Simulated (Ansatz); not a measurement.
Species: sum formula SiN$_{3}$H$_{6}$, net charge 0, doublet state. It need not be the lowest isomer of its formula. SMILES: N[Si](N)N
Geometry from a B3LYP-D3(BJ)/def2-TZVP (Ansatz, an electronic-structure program) optimisation:
```xyz
10

Si    -0.0661     0.0566     0.4035
N     -0.6955     1.3745    -0.5274
N     -0.8267    -1.3935    -0.1604
N      1.6258    -0.0697     0.0553
H     -1.4991     1.8932    -0.2092
H     -0.0388     1.9696    -1.0109
H     -0.9489    -2.1839     0.4531
H     -1.5973    -1.3042    -0.8066
H      2.3062     0.4122     0.6217
H      1.9778    -0.9583    -0.2699
```
Charge 0, spin multiplicity 2.

Property: atomisation energy (electronic, to ground-state atoms), in kJ/mol. Correlated levels leave the core frozen unless marked. Open shells are spin-unrestricted. No spin-orbit coupling. No relativistic terms. The coupled-cluster limit lacks core correlation, which all-electron functionals hold. Basis-set limits of correlation are two-point, X^-3; Hartree-Fock from the larger set.

```tsv
level	program	atomisation energy (kJ/mol)
PBE-D4/def2-TZVPD	Ansatz + dftd4	3498.5
revPBE-D3(BJ)/def2-TZVPD	Ansatz + dftd3	3397.3
PBE0/STO-3G	Ansatz	3542.2
HSE06-D3(BJ)/def2-TZVPD	Ansatz + dftd3	___
CCSD(T)/CBS(aug-cc-pV(T+d)Z,aug-cc-pV(Q+d)Z)	Ansatz	___
```

Question: Complete the blanks.

Answer: 
- HSE06-D3(BJ)/def2-TZVPD, atomisation energy (kJ/mol): 3409.2
- CCSD(T)/CBS(aug-cc-pV(T+d)Z,aug-cc-pV(Q+d)Z), atomisation energy (kJ/mol): 3421.5
